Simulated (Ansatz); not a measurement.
System: GeH, charge 0, doublet. GeH (SMILES [GeH], doublet).
B3LYP-D3(BJ)/def2-TZVP minimum from Ansatz (a program for electronic structure):
```
Ge
H 1 1.6063
```
Charge 0, spin multiplicity 2.

Total energies in cc-pVQZ, 5 correlated electrons, 14 frozen orbitals. Radicals and triplets start from unrestricted determinants; spin-orbit coupling is neglected. Correlated methods leave the cores frozen (noble-gas shells, and filled d and f shells in the p block). No relativity.

| method | program | energy (Eh) | minus CCSDT(Q) (mEh) |
|---|---|---|---|
| HF | Ansatz | -2075.93682 | 103.67 |
| MP2 | Ansatz | -2076.01753 | 22.96 |
| CCSD | Ansatz | -2076.03699 | 3.50 |
| CCSD(T) | Ansatz | -2076.03982 | 0.67 |
| CCSDT(Q) | Ansatz | -2076.04049 | 0.00 |

Rough core times of Ansatz's runs on a shared machine: CCSD(T) 30 s, CCSDT(Q) 3 min.
